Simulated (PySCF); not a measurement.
Static response to an electric field

C₄H₃N₃.
Structure used (GFN2-xTB), in Å, numbered top down from 1:
```
atom  x, y, z in Å
N1     3.157   -0.202   -0.208
C2     2.017   -0.106   -0.134
C3     0.625    0.028   -0.045
C4    -0.127    1.228   -0.048
N5    -1.409    0.970    0.050
N6    -1.517   -0.355    0.117
C7    -0.326   -0.974    0.064
H8     0.235    2.233   -0.119
H9    -2.428   -0.779    0.197
H10   -0.219   -2.039    0.103
```

Level: PBE0/def2-SVPD (PySCF), static field, nuclei fixed, core orbitals frozen in the response. The polarisability tensor in these axes (au):

```
x   88.01 -0.79 -3.39
y   -0.79 59.71 -0.94
z   -3.39 -0.94 37.86
```

Problem. What are the eigenvalues, a third of the trace, and Δα (Δα² = ½Σ(αi − αj)² over the three pairs)?

Solution. Principal values 37.58, 59.73 and 88.26 au; mean 61.86 au = 9.17 Å³ = 10.20 × 10⁻⁴⁰ C²·m²/J; Δα = 44.00 au (71 % of the mean).

Problem. What is the dipole moment, and where does it point?

Solution. (-4.39, -1.88, 0.38) D, 4.79 D in size, pointing from the negative to the positive side. Measured along this direction, the outermost atoms are N1 at the negative end and H9 at the positive end.

Problem. Find the Langevin capture rate constant for O2+ (31.990 u) meeting this molecule (93.033 u), k = 2.342 × 10⁻⁹ cm³/s × √(α in Å³ / reduced mass in u).

Solution. The reduced mass is 23.80 u, so k = 1.45 × 10⁻⁹ cm³/s. The formula leaves out the permanent dipole, which adds to the capture rate.

Problem. Orientational against electronic polarisability at 250 K (dilute gas, rigid molecules)?

Solution. In Gaussian units μ²/3kT = 221.62 Å³ against 9.17 Å³, a ratio of 24.18; the Debye molar polarisation (4π/3)N_A(α + μ²/3kT) is 582.2 cm³/mol, leaving out the vibrational part.

Problem. Molar refractivity from α?

Solution. Lorentz–Lorenz: R = (4π/3)N_A α = 2.5225 cm³/(mol·Å³) × 9.17 Å³ = 23.1 cm³/mol, in the limit of long wavelengths.

Isolated species at its GFN2-xTB geometry, gas phase.

The run behind these numbers computed excited states as well. The run took 18 s of wall time on an Arm Neoverse V1 with one thread, shared host with 32 logical CPUs at a one-minute load of 13, and the process peaked at 0.71 GiB of memory.
